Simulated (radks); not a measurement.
Results of a calculation; reference values are marked as such.
How relativity changes the ionisation of the rubidium ion Rb32+ ([He] 2s2 2p1) to Rb33+ ([He] 2s2). Spin-unpolarised spherical Kohn-Sham, BLYP, point nucleus unless stated (finite: rms radius 4.2036 fm), a radial shooting solver on a logarithmic mesh with Libxc functionals. A level marked "c x" has the speed of light scaled by that factor and shares open shells by 2j + 1; other Dirac levels either fill j = l - 1/2 first or share by 2j + 1.

level                               E(Rb32+) (hartree)  E(Rb33+) (hartree)  IE (eV)   HOMO  <r> HOMO (bohr)
non-rel.                                   -1797.59958         -1654.04668   3906.3     2p           0.1444
scalar-rel.                                -1831.23202         -1686.39838   3941.1     2p           0.1426
scalar-rel., finite nucleus                -1831.20451         -1686.37078   3941.1     2p           0.1426
Dirac, 2j+1 shares                         -1831.27348         -1686.39816   3942.3  2p3/2           0.1436
Dirac, low j first                         -1833.06228         -1686.39816   3990.9  2p1/2           0.1401
Dirac, 2j+1 shares, finite nucleus         -1831.24596         -1686.37056   3942.3  2p3/2           0.1436
Dirac, c x 1.25                            -1818.85793         -1674.46753   3929.1  2p3/2           0.1439
Dirac, c x 2                               -1805.78398         -1661.90755   3915.1  2p3/2           0.1442
Dirac, c x 10                              -1797.92410         -1654.35834   3906.6  2p3/2           0.1444

NIST Atomic Spectra Database: 3988 eV (semi-empirical). The relativistic part of the total energy of Rb32+ is -33.65 hartree (Dirac, 2j+1 shares, finite nucleus), 1.9 % of the non-relativistic value. Spin polarisation and multiplet splitting of open shells are left out at every level.

Beside tabulated values, note that relativity, absent from the non-relativistic runs, is large for the heavy elements, and spin-unpolarised runs miss the spin-polarisation part of the exchange energy of open shells.
